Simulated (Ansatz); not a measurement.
Geometry optimisation, Ansatz 0.2.0, RKS PBE-D4/def2-TZVP.

Input file:

```yaml
crystal:
  periodic: [false, false, false]
  atoms:
    - { symbol: Ge, position_ang: [0.0, 0.0, 0.0] }
    - { symbol: H, position_ang: [0.0, 0.0, 1.9] }
    - { symbol: H, position_ang: [1.4616, 0.0, -0.5162] }
    - { symbol: H, position_ang: [-0.73, 1.2648, -0.5162] }
    - { symbol: H, position_ang: [-0.73, -1.2648, -0.5162] }
    - { symbol: "N", position_ang: [-2.0973, 0.0, 0.6969] }
    - { symbol: H, position_ang: [-2.8173, -0.6071, 0.2106] }
    - { symbol: H, position_ang: [-2.3831, 0.6071, 1.5174] }
    - { symbol: H, position_ang: [-1.0245, 0.0, 1.831] }
basis:
  gaussian: { orbitals: def2-TZVP }
hamiltonian:
  xc: pbe
  dispersion: d4
relax:
  f_tol: 0.15
  max_steps: 25
  restrain:
    - { distance: [0, 5], at: 3.11, k: 30.0 }
    - { distance: [8, 1], at: 1.86, k: 30.0 }
    - { distance: [0, 1], at: 1.55, k: 30.0 }
    - { distance: [8, 5], at: 1.06, k: 30.0 }
```

Run as:

```bash
$ ansatz run input.yaml --threads 4 --pin off --max-ram 5120MiB --backend cpu --events-out ev --progress --plain --runs-dir out
```

Q: Where does it end, and by what steps?

A: It converged. The restraints hold the end off the free minimum; the threshold counts their pulls, which the force column leaves out. Restrained pairs: Ge1–N6 (2.21 → 3.12 Å), H2–H9 (1.03 → 1.87 Å), Ge1–H2 (1.90 → 1.55 Å), N6–H9 (1.56 → 1.04 Å). After 9 steps the energy has fallen by 4.256 eV (the restraints' own energy left out); N6 moved furthest, 0.84 Å.

| step | energy less start (eV) | largest force component (eV/Å) | accepted |
| --- | --- | --- | --- |
| 0 | 0.0000 | 2.626 | yes |
| 1 | -0.4080 | 3.050 | yes |
| 2 | -1.2657 | 4.961 | yes |
| 3 | -2.8635 | 4.191 | yes |
| 4 | -3.8639 | 1.653 | yes |
| 5 | -4.2123 | 0.977 | yes |
| 6 | -4.2479 | 0.793 | yes |
| 7 | -4.2544 | 0.807 | yes |
| 8 | -4.2462 | 0.887 | no |
| 9 | -4.2561 | 0.810 | yes |

```xyz
9
Properties=species:S:1:pos:R:3
Ge 0.209 0.020 -0.046
H 0.243 -0.125 1.495
H 1.668 0.051 -0.569
H -0.495 1.331 -0.446
H -0.512 -1.198 -0.660
N -2.560 -0.089 1.398
H -2.659 -0.637 0.541
H -2.615 0.900 1.137
H -1.600 -0.252 1.758
```

The run took 8.5 s on 4 threads of Arm Neoverse V1, with other jobs on the host, peak memory 0.19 GiB.
